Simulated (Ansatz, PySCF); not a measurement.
This PySCF input computes a CAM-B3LYP/def2-TZVPD energy:

```python
from pyscf import gto, scf, dft

mol = gto.M(
    atom='''
    B     0.33755629   -0.60973361    0.18988796
    Cl   -0.36423840    1.27528303   -0.29158849
    O     1.51573030   -0.77620063    0.57718755
    O    -0.76567330   -1.44100986   -0.03415565
    H    -1.49618459   -0.89345948   -0.33669068
    ''',
    basis='def2-tzvpd',
    charge=-1,
    spin=0,
    verbose=4,
)

mf = dft.RKS(mol, xc='camb3lyp').density_fit(auxbasis='def2-universal-jkfit')
mf.grids.level = 3
mf.conv_tol = 1e-9
mf.max_cycle = 100
mf.max_memory = 1500
mf.kernel()
if not mf.converged:
    mf = mf.newton()
    mf.kernel(mf.make_rdm1())
mf.analyze()
```

Q: Write an input for the same energy in Ansatz (a first-principles code) and say what it gives.

A: 
Ansatz 0.2 input:
```yaml
crystal:
  periodic: [false, false, false]
  atoms:
    - {symbol: B, position_ang: [0.33755629, -0.60973361, 0.18988796]}
    - {symbol: Cl, position_ang: [-0.36423840, 1.27528303, -0.29158849]}
    - {symbol: O, position_ang: [1.51573030, -0.77620063, 0.57718755]}
    - {symbol: O, position_ang: [-0.76567330, -1.44100986, -0.03415565]}
    - {symbol: H, position_ang: [-1.49618459, -0.89345948, -0.33669068]}
basis:
  gaussian:
    orbitals: def2-TZVPD
hamiltonian:
  xc: {name: CAM-B3LYP}
total_charge: -1
output: {forces: true}
```
It gives -636.34769 Eh, and PySCF -636.34772 Eh, a difference of 0.03 mEh, from the treatment of integrals and grids.

It need not be the lowest isomer of its formula. Whether it binds its extra electron was not tested at this geometry.
